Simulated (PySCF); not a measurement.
**Two-component Hartree-Fock for Ru³⁵⁺ (ruthenium, charge +35)**

Start: [He] 2s2 2p5; 2p1/2 filled at m_j = -1/2, +1/2; 2p3/2 filled at m_j = -1/2, +1/2, +3/2. Calculated with PySCF 2.14 in an even-tempered Gaussian basis (17 s from 15 bohr⁻², ratio 2.4; 12 p from 19 bohr⁻², ratio 2.4; 5 d from 73 bohr⁻², ratio 2.6; 4 f from 110 bohr⁻², ratio 2.6): generalised Hartree-Fock with the X2C-1e Hamiltonian and a Gaussian nucleus; one run each with spin-orbit coupling (SO) switched off, then screened by Boettger's factors.

```csv
spinor shell,electrons,"ε, spin-free (eV)","ε, screened SO (eV)",weight of nominal j (screened SO),"rms radius, screened SO (bohr)"
1s1/2,2,-24469.3,-24465.8,1.000,0.0383
2s1/2,2,-5290.8,-5289.8,1.000,0.153
2p1/2,2,-4989.1,-5082.8,0.997,0.132
2p3/2,3,-4989.1,-4944.5,0.998,0.136
```

| quantity | spin-free | screened SO |
| --- | --- | --- |
| E (hartree) | -3404.62945 | -3406.77797 |
| M_J | 3/2 | 3/2 |
| ⟨J²⟩ | 3.750 | 3.750 |
| ⟨L²⟩ | 2.000 | 2.003 |
| ⟨S²⟩ | 0.750 | 0.753 |

Each row is a mean over spinors that exchange with the open shell spreads, by up to 35.031 eV (2s1/2).

Breit and QED terms are absent; they matter most for the inner s and p1/2 levels.

Densities and radii are taken from the X2C orbitals without a picture-change correction, which distorts them close to the nucleus.

Without spin-orbit coupling the j labels of p, d and f shells carry no meaning; the spin-free column gives the mean over the occupied spinors of each nl shell.
